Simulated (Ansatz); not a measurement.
One change: `C[CH](C)[Mg][NH2]` becomes `CC(C)[O][InH2]`.

Ansatz, PBE0-D4/def2-TZVP geometries, multiplicity 1. Each molecule was computed in one conformer, which needn't be the lowest.

Elements past krypton have def2 core potentials.

```tsv
property	`C[CH](C)[Mg][NH2]`
size of the dipole moment (PBE/def2-TZVPP) / D	0.34
HOMO–LUMO gap (ωB97M-V/def2-TZVPP) / eV	8.80
HOMO energy (B3LYP/def2-TZVPP) / eV	-5.92
HOMO energy (PBE0/def2-TZVPP) / eV	-6.14
LUMO energy (PBE0/def2-TZVPP) / eV	-0.68
LUMO energy (PBE/def2-TZVPP) / eV	-1.36
```

Problem. What does the change do to each property? (Best estimate.)

Solution. The calculation gave: 
```tsv
property	`CC(C)[O][InH2]`	shift
size of the dipole moment (PBE/def2-TZVPP) / D	1.30	0.96
HOMO–LUMO gap (ωB97M-V/def2-TZVPP) / eV	9.58	0.78
HOMO energy (B3LYP/def2-TZVPP) / eV	-7.10	-1.18
HOMO energy (PBE0/def2-TZVPP) / eV	-7.31	-1.17
LUMO energy (PBE0/def2-TZVPP) / eV	-1.52	-0.84
LUMO energy (PBE/def2-TZVPP) / eV	-2.21	-0.85
```

With PBE0 the HOMO falls by 1.17 eV and the LUMO falls by 0.84 eV, so the gap widens by about 0.33 eV. PBE moves the HOMO by -1.15 eV and ωB97M-V by -1.34 eV. Dipoles are sizes alone; their direction can turn.

B3LYP here is the variant with VWN-RPA as its local correlation; programs differ in this.
